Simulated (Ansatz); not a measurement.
`O=C[NH][SbH2]` + H₂S → `[SH][SbH2]` + `NC=O` at 298.15 K and 1 bar (ligand exchange at the Sb–N bond).

Program: Ansatz. Geometries: PBE0-D4/def2-TZVP. ΔE: electronic, gas phase. CCSD(T)/CBS adds triple-zeta CCSD(T) − MP2 to the extrapolated MP2 energy (def2 sets, frozen cores). This one scheme is used for every species. Elements past krypton have def2 core potentials. For Sb outer-core shells are correlated without core-valence functions, which leaves a few kJ/mol of doubt a bond. One conformer a species, not always the lowest.

```
        species  CCSD(T)/CBS energy (Eh)  H − E (kJ/mol)  S (J/(mol·K))
`O=C[NH][SbH2]`               -410.33905           146.9          325.1
            H₂S               -398.97279            49.9          205.7
   `[SH][SbH2]`               -639.59431            73.5          292.6
         `NC=O`               -169.73435           132.2          256.9
```

H − E and S are ideal-gas, rigid-rotor, harmonic terms from PBE0-D4/def2-TZVP, for one conformer and one mirror image of each species. 1 Eh = 2625.50 kJ/mol, R = 8.31446 J/(mol·K).

Task: By hand: ΔE, ΔH, ΔS and ΔG.

Result: ΔE = (-639.59431) + (-169.73435) − (-410.33905) − (-398.97279) = -0.01682 Eh = -44.2 kJ/mol. Δ(H − E) = 73.5 + 132.2 − 146.9 − 49.9 = 8.9, so ΔH = -35.3 kJ/mol. ΔS = 292.6 + 256.9 − 325.1 − 205.7 = 18.7 J/(mol·K). ΔG = -35.3 − 298.15 × (18.7)/1000 = -40.9 kJ/mol.

Task: By hand: the equilibrium constant, and the temperature at which ΔG would vanish if ΔH and ΔS stayed fixed.

Result: log₁₀ K = −ΔG/(RT ln 10) = 7.2. ΔH and −TΔS have one sign here, so there is no such temperature.

ΔH outweighs TΔS. A doubt of 5 kJ/mol in ΔE shifts log₁₀ K by 0.9 here. Other conformers and mirror images would add mixing entropy, several J/(mol·K) or more a flexible species. These are equilibria of isolated gas molecules and say nothing of rates. Largest T1 diagnostic: 0.017 (customary marks: 0.02 for closed shells, 0.045 for open ones).
